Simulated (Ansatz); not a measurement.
`C=NC[SiH3]` + HI → `[SiH3]I` + `C=NC` at 298.15 K and 1 bar (ligand exchange at the Si–C bond).

Program: Ansatz. Geometries: PBE0-D4/def2-TZVP. ΔE: electronic, gas phase. CCSD(T)/CBS adds triple-zeta CCSD(T) − MP2 to the extrapolated MP2 energy (def2 sets, frozen cores). Elements past krypton have def2 core potentials. For I outer-core shells are correlated without core-valence functions, which leaves a few kJ/mol of doubt a bond. One conformer a species, not always the lowest.

```json
{"species": "`C=NC[SiH3]`", "CCSD(T)/CBS energy (Eh)": "-424.05510", "H − E (kJ/mol)": "236.4", "S (J/(mol·K))": "314.9"}
{"species": "HI", "CCSD(T)/CBS energy (Eh)": "-298.03592", "H − E (kJ/mol)": "22.7", "S (J/(mol·K))": "206.5"}
{"species": "`[SiH3]I`", "CCSD(T)/CBS energy (Eh)": "-588.34840", "H − E (kJ/mol)": "78.4", "S (J/(mol·K))": "271.1"}
{"species": "`C=NC`", "CCSD(T)/CBS energy (Eh)": "-133.77870", "H − E (kJ/mol)": "191.7", "S (J/(mol·K))": "260.0"}
```

H − E and S are ideal-gas, rigid-rotor, harmonic terms from PBE0-D4/def2-TZVP, for one conformer and one mirror image of each species. 1 Eh = 2625.50 kJ/mol, R = 8.31446 J/(mol·K).

**Question.** By hand: ΔE, ΔH, ΔS and ΔG.

**Answer.** ΔE = (-588.34840) + (-133.77870) − (-424.05510) − (-298.03592) = -0.03608 Eh = -94.7 kJ/mol. Δ(H − E) = 78.4 + 191.7 − 236.4 − 22.7 = 11.0, so ΔH = -83.7 kJ/mol. ΔS = 271.1 + 260.0 − 314.9 − 206.5 = 9.7 J/(mol·K). ΔG = -83.7 − 298.15 × (9.7)/1000 = -86.6 kJ/mol.

**Question.** By hand: the equilibrium constant, and the temperature at which ΔG would vanish if ΔH and ΔS stayed fixed.

**Answer.** log₁₀ K = −ΔG/(RT ln 10) = 15.2. ΔH and −TΔS have one sign here, so there is no such temperature.

The number of gas molecules stays the same, so ΔS is small and ΔH decides. A doubt of 5 kJ/mol in ΔE shifts log₁₀ K by 0.9 here. Other conformers and mirror images would add mixing entropy, several J/(mol·K) or more a flexible species. These are equilibria of isolated gas molecules and say nothing of rates. Largest T1 diagnostic: 0.012 (customary marks: 0.02 for closed shells, 0.045 for open ones).

ΔS is within the doubt of such terms, so its sign, and with it that verdict, could turn.
